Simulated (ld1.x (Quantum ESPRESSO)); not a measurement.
## What one change does to a pseudopotential (bromine (Br), RRKJ)

Br (Z = 35), norm-conserving RRKJ (Kleinman–Bylander form), made with ld1.x (Quantum ESPRESSO) 7.5 (PBE, scalar-relativistic). Core [Ar] 3d10, reference 4s2 4p3 (charge +2). Waves: 4p (bound): rc 1.30 bohr; 4d channel at -0.1 Ry: rc 1.65 bohr; 4s (bound): rc 1.50 bohr. Local part: the s channel. Core correction: none. rho0 = 0.01.

Change: all radii scaled by about 1.35 (s 2.02, p 1.76, d 2.24 bohr).

Cutoffs: the cutoffs (Ry, on a coarse ladder) from which the occupation-weighted sum of valence levels, in a spherical-Bessel basis at the reference potential, stays within 10 and 1 mRy of its value at 400 Ry; they do not see the model core or the augmentation charge, which bear on the density cutoff. Errors are all-electron minus pseudo energies relative to the spin-unpolarised reference configuration.

Task: Predict the effect on cutoff, ghosts and configuration errors.

Result: The potential gets softer (55 Ry and 90 Ry → 35 Ry and 45 Ry); the bound ghost in d, p disappears; of the 7 tests that both files solve, the error grows in 7 and shrinks in 0 by more than 15 % and 0.3 meV (median size 14.0 → 65.6 meV). A larger radius leaves more room for a smooth pseudo-wave, so fewer plane waves are needed. More of the atom is replaced by a form fitted at one configuration, so other configurations suffer.

| quantity | base | changed |
| --- | --- | --- |
| cutoff, loose | 55 Ry | 35 Ry |
| cutoff, tight | 90 Ry | 45 Ry |
| loose cutoff by channel (10 mRy a level) | p 35 Ry, s 40 Ry | p 25 Ry, s 18 Ry |
| bound ghosts | d, p | none |
| error for 4s2 4p5, meV [ΔE -35.31 eV] | -17 | +104 |
| error for 4s2 4p4, meV [ΔE -22.76 eV] | -3.4 | +33 |
| error for 4s2 4p2, meV [ΔE 33.98 eV] | -14 | +27 |
| error for 4s2 4p1, meV [ΔE 80.01 eV] | -35 | +119 |
| error for 4s1 4p6, meV [ΔE -22.94 eV] | -17 | +120 |
| error for 4s1 4p5, meV [ΔE -9.76 eV] | -2.6 | +54 |
| error for 4s2 4p4.5, meV [ΔE -30.24 eV] | -9.7 | +66 |

 A true bound ghost makes a file unfit for plane-wave use even where its test errors are small: the radial tests pick states by their node count and pass the ghost by.
